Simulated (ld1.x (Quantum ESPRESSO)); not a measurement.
# Before and after: TM potential for ruthenium

ld1.x (Quantum ESPRESSO) 7.5 input, shortened:

```
&input
   title='Ru', zed=44., rel=0, dft='PBE', iswitch=3,
   config='[Kr] 4d7.5 5s0.5 5p0'
 /
 &inputp
   pseudotype=2, tm=.true., lloc=0,
   nlcc=.true., new_core_ps=.true.
 /
3
5P  2  1   0.00   0.00  3.85  3.85  0.0
4D  3  2   7.50   0.00  1.15  1.15  0.0
5S  1  0   0.50   0.00  2.60  2.60  0.0
 &test
   configts(1)='4d7.5 5s0.5 5p0'
 /
```

Change: wave 4d (bound): rc 1.15 bohr becomes 4d (bound): rc 1.58 bohr.

Cutoffs: the cutoffs (Ry, on a coarse ladder) from which the occupation-weighted sum of valence levels, in a spherical-Bessel basis at the reference potential, stays within 10 and 1 mRy of its value at 400 Ry; they do not see the model core or the augmentation charge, which bear on the density cutoff. Errors are all-electron minus pseudo energies relative to the spin-unpolarised reference configuration.

How do hardness, ghosts and transferability respond?

The potential gets softer (80 Ry and 110 Ry → 55 Ry and 70 Ry); the errors of the 7 common tests hardly move; neither file shows a bound ghost. A larger radius leaves more room for a smooth pseudo-wave, so fewer plane waves are needed.

| quantity | base | changed |
| --- | --- | --- |
| cutoff, loose | 80 Ry | 55 Ry |
| cutoff, tight | 110 Ry | 70 Ry |
| loose cutoff by channel (10 mRy a level) | d 50 Ry, s 6 Ry | d 45 Ry, s 6 Ry |
| bound ghosts | none | none |
| error for 4d7 5s1 5p0, meV [ΔE 0.62 eV] | -27 | -27 |
| error for 4d7 5s0 5p0, meV [ΔE 7.46 eV] | -19 | -19 |
| error for 4d6 5s0 5p0, meV [ΔE 25.90 eV] | -295 | -294 |
| error for 4d6 5s1 5p0, meV [ΔE 11.12 eV] | -270 | -269 |
| error for 4d7 5s0.5 5p0, meV [ΔE 3.29 eV] | -19 | -19 |
| error for 4d6 5s2 5p0, meV [ΔE 3.10 eV] | -307 | -305 |
| error for 4d7 5s0 5p1, meV [ΔE 3.72 eV] | -23 | -23 |
| s: phases at 4.20 bohr within 0.05 rad from the reference energy up to (Ry; the scan ends near 5) | 1.0 | 1.0 |
| p: phases at 4.20 bohr within 0.05 rad from the reference energy up to (Ry; the scan ends near 5) | 1.4 | 1.4 |
| d: phases at 4.20 bohr within 0.05 rad from the reference energy up to (Ry; the scan ends near 5) | 0.4 | 0.4 |
